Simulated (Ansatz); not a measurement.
Ansatz (a quantum-chemistry and plane-wave program) input (PBE0/STO-3G):

Ansatz 0.2 input:
```yaml
crystal:
  periodic: [false, false, false]
  atoms:
    - {symbol: C, position_ang: [-2.05168160, -0.25241123, 0.18857440]}
    - {symbol: Si, position_ang: [-0.48792403, 0.71209227, -0.24319144]}
    - {symbol: Si, position_ang: [1.49334807, -0.48826713, 0.04738740]}
    - {symbol: H, position_ang: [-2.08202091, -0.47571858, 1.25866140]}
    - {symbol: H, position_ang: [-2.94477349, 0.32283554, -0.06061680]}
    - {symbol: H, position_ang: [-2.09001120, -1.19657738, -0.35626056]}
    - {symbol: H, position_ang: [-0.46426273, 2.01402408, 0.48013483]}
    - {symbol: H, position_ang: [2.64921621, 0.34566461, -0.36184045]}
    - {symbol: H, position_ang: [1.70887741, -0.92568142, 1.45335307]}
    - {symbol: H, position_ang: [1.45712794, -1.70363154, -0.80362121]}
basis:
  gaussian:
    orbitals: STO-3G
hamiltonian:
  xc: {name: PBE0}
magnetization: {spin_polarized: true, initial_magnetization: 1}
```

Output:

```
Functional definition: PBE0
integrals: 0.01 GiB planned
351 factors; integrals over basis functions are off by at most 3.7e-5 eV
0.08 GiB of the device are held for the grids
0.08 GiB of device memory are held for the factors and their scratch space
mean field: 0.12 GiB planned
mean field evaluation 1: about -16701.0786 eV, gradient 1.0e1 eV
mean field evaluation 2: about -16701.5601 eV, gradient 6.7e0 eV
mean field evaluation 4: about -16701.8797 eV, gradient 3.1e-1 eV
mean field evaluation 8: about -16701.8409 eV, gradient 5.6e-3 eV
mean field -16701.84088104 eV, -613.7813314640 hartree, gradient 7.2e-5 eV, S^2 0.751237; 0 other end points of the search recorded, 0 dependent functions left out
reference -16701.84089820 eV, -613.7813320943 hartree; 21, 20 occupied and 9, 10 virtual orbitals, 351 factors
Total energy: -16701.84089820 eV, -613.7813320943 hartree
```

It need not be the lowest isomer of its formula.
